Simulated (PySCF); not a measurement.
In(H)(F)2, HF2In, SMILES [F][InH][F], B3LYP/def2-SVP optimised geometry.

```
4

In    -0.27     0.00     0.00
H      1.43     0.00     0.00
F     -1.43     1.58     0.00
F     -1.43    -1.58     0.00
```

Density from B3LYP/def2-TZVP, def2 effective core potentials past Kr run with PySCF at that geometry. The core electrons that the potentials of In replace are not part of the density.

Minimum of the electron density along straight lines between bonded atoms, close to the bond critical point (lines longer than 1.1 times the sum of covalent radii, or with two minima, are not listed):

| bond | length / Å | ρ at the minimum / e bohr⁻³ | ∇²ρ there / e bohr⁻⁵ | position (fraction from the first atom) |
|---|---|---|---|---|
| In1–H2 | 1.698 | 0.110 | ? | 0.64 |
| In1–F3 | 1.957 | 0.111 | 0.58 | 0.52 |
| In1–F4 | 1.957 | 0.111 | 0.58 | 0.52 |

Some entries are withheld; supply them.


- In1–H2, ∇²ρ there / e bohr⁻⁵: 0.09
